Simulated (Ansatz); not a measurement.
The cluster Sn2Se⁺. Total charge 1; doublet. Geometry r2SCAN-D4/def2-TZVP.

```
atom   x (Å)   y (Å)   z (Å)
 Sn1   1.268   1.146   0.164
 Sn2  -0.821  -0.710  -1.331
 Se3  -0.448  -0.436   1.167
```

In the def2 sets Sn takes a core potential; there is no spin–orbit coupling. The structure comes from a short search, and lower isomers may exist.

(1) Estimate the α-spin orbital energies around the gap (eV) in Ansatz with HF/def2-TZVP, PBE-D4/def2-SVP, PBE-D4/def2-TZVP, PBE0-D4/def2-SVP, PBE0-D4/def2-TZVP.

## Answers

(1) 
```csv
orbital,HF/def2-TZVP,PBE-D4/def2-SVP,PBE-D4/def2-TZVP,PBE0-D4/def2-SVP,PBE0-D4/def2-TZVP
HOMO−13,-41.68,-31.25,-31.18,-34.15,-34.08
HOMO−12,-41.58,-31.19,-31.10,-34.08,-33.99
HOMO−11,-41.58,-31.18,-31.09,-34.08,-33.98
HOMO−10,-41.55,-31.17,-31.08,-34.06,-33.96
HOMO−9,-41.54,-31.15,-31.06,-34.04,-33.95
HOMO−8,-41.49,-31.11,-31.01,-34.00,-33.90
HOMO−7,-41.43,-31.06,-30.97,-33.95,-33.85
HOMO−6,-28.84,-22.04,-21.88,-24.04,-23.87
HOMO−5,-20.88,-16.54,-16.45,-17.92,-17.82
HOMO−4,-20.10,-16.09,-15.98,-17.39,-17.27
HOMO−3,-14.69,-11.73,-11.66,-12.69,-12.62
HOMO−2,-14.36,-11.61,-11.55,-12.51,-12.45
HOMO−1,-14.20,-11.52,-11.45,-12.44,-12.37
HOMO,-12.63,-10.03,-9.99,-10.87,-10.83
LUMO,-4.99,-8.46,-8.43,-7.77,-7.74
LUMO+1,-4.65,-8.27,-8.20,-7.56,-7.48
LUMO+2,-4.12,-7.05,-7.01,-6.53,-6.47
LUMO+3,-2.54,-5.96,-5.97,-5.23,-5.24
LUMO+4,-1.89,-5.49,-5.51,-4.70,-4.74
LUMO+5,0.11,-1.77,-2.52,-0.96,-1.90
β HOMO,-14.21,-11.42,-11.35,-12.35,-12.28
β LUMO,-5.29,-9.23,-9.15,-8.52,-8.43
```
